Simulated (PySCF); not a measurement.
## Frontier levels across methods

C₃H₁₀Si.
Numbering: `[CH3:1][CH2:2][CH2:3][SiH3:4]` (hydrogens: H5, H6, H7 on C1; H8, H9 on C2; H10, H11 on C3; H12, H13, H14 on Si4)

Cartesian coordinates in Å at the PBE0-D3(BJ)/def2-SVP level; atoms count from 1:
```
atom  x, y, z in Å
C1    -1.867    0.062   -0.148
C2    -0.424    0.227    0.305
C3     0.561   -0.625   -0.494
Si4    2.358   -0.465    0.056
H5    -2.198   -0.984   -0.043
H6    -1.987    0.340   -1.207
H7    -2.553    0.689    0.443
H8    -0.136    1.291    0.229
H9    -0.345   -0.024    1.377
H10    0.507   -0.368   -1.567
H11    0.281   -1.692   -0.429
H12    2.831    0.947   -0.094
H13    2.501   -0.853    1.494
H14    3.244   -1.349   -0.763
```

Basis pcSseg-2 throughout (PySCF), one geometry. One conformer (not necessarily the lowest) at the PBE0-D3(BJ)/def2-SVP geometry, without solvent, vibrations or thermal averaging.

**Question.** How do the orbital energies, the gap and the dipole change with the method?

**Answer.** 
```csv
method,kind,HOMO (eV),LUMO (eV),gap (eV),μ (D),SCF cycles
BLYP,GGA,-7.13,-0.28,6.84,0.89,14
OPBE,GGA,-7.22,-0.17,7.05,0.94,14
B97-D,GGA,-7.23,-0.19,7.04,0.90,14
PBE,GGA,-7.24,-0.35,6.90,0.91,14
KT2,GGA,-7.32,-0.38,6.94,0.88,14
BP86,GGA,-7.34,-0.25,7.09,0.91,14
LDA,LDA,-7.34,-0.51,6.83,0.90,13
KT3,GGA,-7.35,-0.44,6.91,0.87,14
B97-2,global hybrid,-8.25,0.43,8.69,0.88,12
B3LYP,global hybrid,-8.30,0.14,8.43,0.86,12
PBE0,global hybrid,-8.50,0.39,8.89,0.88,12
mPW1PW91,global hybrid,-8.53,0.39,8.92,0.88,12
BHandHLYP,global hybrid,-9.69,0.99,10.68,0.82,12
CAM-B3LYP,range-separated hybrid,-9.87,1.14,11.01,0.83,12
wB97X-D,range-separated hybrid,-10.36,2.08,12.44,0.86,12
LC-wPBE,range-separated hybrid,-11.22,2.28,13.50,0.84,12
HF,Hartree–Fock,-11.57,2.67,14.24,0.81,9
```

The HOMO spans 4.44 eV, from BLYP down to HF, and the gap runs from 6.83 eV (LDA) to 14.24 eV (HF). Over the methods BLYP (0 %), OPBE (0 %), B97-D (0 %), PBE (0 %), KT2 (0 %), BP86 (0 %), LDA (0 %), KT3 (0 %), B97-2 (21 %), B3LYP (20 %), PBE0 (25 %), mPW1PW91 (25 %), BHandHLYP (50 %), HF (100 %), a straight line through the gap against the share of exact exchange rises by 0.73 eV for each 10 % (correlation coefficient 0.999). The dipole ranges from 0.81 D (HF) to 0.94 D (OPBE). This basis has no diffuse functions.
